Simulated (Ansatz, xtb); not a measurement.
## Isomers of C8H4Se in order of energy

4 gas-phase structures of C8H4Se, from a drawn sample of its isomers (lower ones may exist). Each was relaxed with GFN2-xTB:

A. `C#Cc1ccc(C#C)[se]1`, a singlet
B. `C#Cc1c[se]cc1C#C`, a singlet
C. `C#Cc1c[se]c(C#C)c1`, a singlet
D. `C#Cc1cc[se]c1C#C`, a singlet

Make a reasoned guess at their ranking by r2SCAN-D4/def2-SVP single-point energy.

Calculated order at r2SCAN-D4/def2-SVP: A (0.0), D (8.1), C (10.3), B (18.3) kJ/mol. Less than 1 kcal/mol parts D and C, so the order within that pair means little.

Energies above the lowest of each column, in kJ/mol; the last columns are at PBE-D3(BJ)/def2-SVP geometries:

```tsv
structure	GFN2-xTB	HF/STO-3G	r2SCAN-D4/def2-SVP	PBE-D3(BJ)/def2-SVP	CCSD(T)/def2-SVP + ΔMP2/def2-TZVPP
A	0.0	0.0	0.0	0.0	0.0
D	1.6	2.4	8.1	8.8	2.1
C	2.3	2.7	10.3	10.8	3.0
B	3.5	7.2	18.3	19.4	6.2
```

Every level run on A puts it lowest or level with the lowest. ΔMP2 is the change of the MP2 energy from the smaller to the larger basis.

Over these structures GFN2-xTB departs from r2SCAN-D4/def2-SVP by 4.1 kJ/mol on average once a common shift is removed. A GFN2-xTB relaxation took about 0.19 s and the r2SCAN-D4/def2-SVP energy about 4.5 s on a shared host (Ansatz 0.2.0, xtb 6.7.1).
